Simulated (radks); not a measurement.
The table gives one normalised radial function P(r) = r R(r) (large component) of Bi4+ in [Xe] 4f14 5d10 6s1 (r in bohr). Calculated with a radial shooting solver on a logarithmic mesh with Libxc functionals: Dirac Kohn-Sham, BP86, spin-unpolarised, spherical densities, finite nucleus; Fermi nuclear charge, rms radius 5.5211 fm.

r,P
0.0006062,0.0031
0.000815,0.0041
0.001105,0.0056
0.001485,0.0075
0.002013,0.0104
0.002706,0.0143
0.003638,0.0200
0.00493,0.0285
0.006629,0.0401
0.008984,0.0564
0.01208,0.0769
0.01624,0.1006
0.02201,0.1232
0.02959,0.1325
0.0401,0.1119
0.05392,0.0463
0.07249,-0.0610
0.09824,-0.1652
0.1321,-0.1700
0.179,-0.0137
0.2407,0.2030
0.3236,0.2483
0.4385,-0.0130
0.5896,-0.3449
0.7991,-0.3651
1.074,0.0369
1.444,0.5550
1.958,0.8024
2.632,0.6387
3.567,0.2937
4.795,0.0768
6.447,0.0094

Which n and l does it have? It may be an empty orbital.

Answer. n = 6, l = 1: the number of nodes gives n - l - 1 = 4, the rise at small r points to l (for j = l - 1/2 the large component starts outside the nucleus as r^gamma with gamma = sqrt(l^2 - (Z/c)^2) = 0.80 and the r^(l+1) term takes over further out; the orbital of l - 1 with the same j starts with the same power, but with a larger coefficient, and does not steepen), and the extent must fit the shell. The curve is that of 6p1/2; the two j differ most near the nucleus, where j = l - 1/2 has the larger amplitude, and in heavy atoms j = l - 1/2 is also the more compact. 6p1/2 (empty): eigenvalue -40.172 eV, 4 radial nodes at r = 0.0619, 0.182, 0.434, 1.05 bohr, <r> = 2.19 bohr, 90 % of the charge inside 3.13 bohr.
